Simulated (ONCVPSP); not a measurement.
An all-electron radial function and its pseudo partner (Ni (Z = 28))

Columns: radius, all-electron u(r) and pseudo u(r) of the 3p shell (level -71.93 eV) of nickel in the configuration [Ne] 3s2 3p6 3d8 4s1.75 4p0.25; PBE, scalar-relativistic, ONCV scheme, ONCVPSP 4.0.1.

```csv
r (bohr),all-electron,pseudo
0.057,-0.3620,0.0270
0.115,-0.6319,0.1062
0.172,-0.5566,0.2271
0.230,-0.2628,0.3814
0.288,0.1069,0.5520
0.345,0.4545,0.7202
0.402,0.7436,0.8750
0.460,0.9637,1.0077
0.518,1.1097,1.1075
0.575,1.1904,1.1702
0.632,1.2212,1.1985
0.690,1.2131,1.1951
0.747,1.1774,1.1657
0.805,1.1219,1.1156
0.862,1.0557,1.0528
0.920,0.9815,0.9804
0.977,0.9059,0.9056
1.035,0.8292,0.8291
1.092,0.7559,0.7558
1.150,0.6847,0.6846
1.208,0.6178,0.6176
1.265,0.5565,0.5564
1.322,0.5000,0.4999
1.380,0.4473,0.4472
1.438,0.3993,0.3992
1.495,0.3565,0.3565
```

**Question.** How many radial nodes do the two functions have?

**Answer.** The all-electron 3p function has n − l − 1 = 1; the pseudo-wave has 0, since the states of the same l below it are removed with the core.

**Question.** At about which radius was the pseudo-wave matched?

**Answer.** 1.15 bohr. The columns agree to 0.0005 from 0.98 bohr on; several derivatives are matched, so the curves merge somewhat inside the radius.

**Question.** Is the pseudo-wave norm-conserving?

**Answer.** Yes: the ONCV scheme keeps the norm inside the radius equal to the all-electron one, which fixes the energy derivative of the logarithmic derivative at the level.
